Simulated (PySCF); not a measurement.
# Nuclear quadrupole coupling in `CC#CC(C)(C)C(C)=O`

C₈H₁₂O.
Geometry (GFN2-xTB, Å), atoms numbered from 1 in this order:
```xyz
21
C8H12O angstrom
C      2.587    1.159   -1.767
C      1.553    0.541   -0.966
C      0.687    0.041   -0.304
C     -0.333   -0.600    0.510
C     -1.063   -1.670   -0.325
C      0.312   -1.249    1.740
C     -1.414    0.396    0.956
C     -1.606    1.590    0.060
O     -2.076    0.207    1.943
H      2.738    0.591   -2.684
H      2.301    2.179   -2.026
H      3.523    1.186   -1.210
H     -1.540   -1.224   -1.196
H     -0.350   -2.418   -0.667
H     -1.822   -2.156    0.283
H      0.881   -0.511    2.300
H      0.982   -2.050    1.436
H     -0.464   -1.653    2.386
H     -0.759    2.261    0.196
H     -1.622    1.287   -0.984
H     -2.523    2.111    0.320
```

Field gradients from the PBE0/pcSseg-1 density (PySCF, non-relativistic), principal values in atomic units, ordered |Vxx| ≤ |Vyy| ≤ |Vzz|:

| atom | Vxx | Vyy | Vzz |
| --- | --- | --- | --- |
| O9 | 0.4984 | 1.4468 | -1.9452 |

**Question.** Find the asymmetry η = (Vxx − Vyy)/Vzz and the couplings χ = eQV/h (234.96 MHz × Q in barn × V in au), with Q(17O) = −0.0256 b.

**Answer.** 
```
atom    environment  nucleus     η  χzz (MHz)  χxx (MHz)  χyy (MHz)
  O9  ketone oxygen      17O  0.49      11.70      -3.00      -8.70
```

**Question.** What is Vzz at O9 in SI units (1 au = 9.71736 × 10²¹ V/m²)?

**Answer.** -1.9452 au = -18.902 × 10²¹ V/m².

**Question.** And the gradient at the other heavy atoms, for which no coupling is worked out here?

**Answer.** 
```csv
atom,environment,Vzz (au),η
C1,propargylic carbon,0.125,0.04
C2,alkyne carbon,-0.253,0.08
C3,alkyne carbon,-0.243,0.07
C4,sp3 carbon next to a carbonyl,0.099,0.17
C5,methyl carbon,0.131,0.14
C6,methyl carbon,0.128,0.26
C7,ketone carbonyl carbon,0.567,0.05
C8,methyl carbon next to a carbonyl,-0.065,0.80
```

**Question.** What couplings would deuterons (Q(2H) = 0.00286 b) have in place of the hydrogens, at this geometry?

**Answer.** 
| atom | bonded to | bond length (Å) | Vzz (au) | η | χzz (kHz) |
| --- | --- | --- | --- | --- | --- |
| H10 | C1 | 1.090 | 0.3088 | 0.02 | 208 |
| H11 | C1 | 1.090 | 0.3085 | 0.02 | 207 |
| H12 | C1 | 1.090 | 0.3088 | 0.02 | 207 |
| H13 | C5 | 1.088 | 0.3124 | 0.04 | 210 |
| H14 | C5 | 1.088 | 0.3129 | 0.03 | 210 |
| H15 | C5 | 1.088 | 0.3105 | 0.02 | 209 |
| H16 | C6 | 1.088 | 0.3128 | 0.04 | 210 |
| H17 | C6 | 1.087 | 0.3149 | 0.03 | 212 |
| H18 | C6 | 1.087 | 0.3112 | 0.03 | 209 |
| H19 | C8 | 1.089 | 0.3113 | 0.03 | 209 |
| H20 | C8 | 1.087 | 0.3145 | 0.04 | 211 |
| H21 | C8 | 1.087 | 0.3132 | 0.01 | 210 |

Isolated species at its GFN2-xTB geometry (one conformer only). GFN2-xTB frequencies show an imaginary mode (29i cm⁻¹), so this geometry is no minimum at that level. GFN2-xTB bond lengths can be off by several hundredths of an ångström, more for odd bonds, and the gradients follow them. With so small a basis the couplings can be 20 % off.
